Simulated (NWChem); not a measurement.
Molecule: GeH₄S; SMILES [SH][GeH3]

Q: Give the equilibrium geometry at PBE-D3(BJ)/def2-SVP (NWChem) as a list of bonds and angles, with the point group.

A: point group Cs; any orientation.
Bonds (Å): Ge1–S2 2.247, Ge1–H3 1.552, Ge1–H4 1.547, Ge1–H5 1.552, S2–H6 1.362. Bond angles (°): S2–Ge1–H3 111.0, S2–Ge1–H4 104.5, S2–Ge1–H5 111.0, H3–Ge1–H4 110.3, H3–Ge1–H5 109.6, H4–Ge1–H5 110.3, Ge1–S2–H6 94.1.
